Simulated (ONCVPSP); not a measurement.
# u(r) = r·R(r): atom against pseudo-atom (Ag (Z = 47))

Columns: radius, all-electron u(r) and pseudo u(r) of the 4d shell (level -7.44 eV) of silver in the configuration [Ar] 3d10 4s2 4p6 4d10 5s1; PBE, scalar-relativistic, ONCV scheme, ONCVPSP 4.0.1.

```tsv
r (bohr)	all-electron	pseudo
0.082	-0.1525	0.0022
0.165	-0.3976	0.0173
0.248	-0.4362	0.0555
0.330	-0.2907	0.1216
0.413	-0.0544	0.2170
0.495	0.1933	0.3336
0.578	0.4172	0.4647
0.660	0.5952	0.5948
0.742	0.7270	0.7133
0.825	0.8166	0.8112
0.908	0.8691	0.8805
0.990	0.8921	0.9186
1.072	0.8936	0.9286
1.155	0.8792	0.9151
1.238	0.8540	0.8843
1.320	0.8220	0.8432
1.402	0.7856	0.7974
1.485	0.7465	0.7509
1.568	0.7065	0.7071
1.650	0.6671	0.6671
1.733	0.6280	0.6280
1.815	0.5906	0.5906
1.898	0.5543	0.5543
1.980	0.5202	0.5201
2.062	0.4878	0.4877
2.145	0.4568	0.4567
```

(1) How many radial nodes do the two functions have?

(2) At about which radius was the pseudo-wave matched?

(3) Is the pseudo-wave norm-conserving?

Answers

(1) The all-electron 4d function has n − l − 1 = 1; the pseudo-wave has 0, since the states of the same l below it are removed with the core.

(2) 1.65 bohr, where the columns begin to agree (steps of 0.08 bohr).

(3) Yes: the ONCV scheme keeps the norm inside the radius equal to the all-electron one, which fixes the energy derivative of the logarithmic derivative at the level.
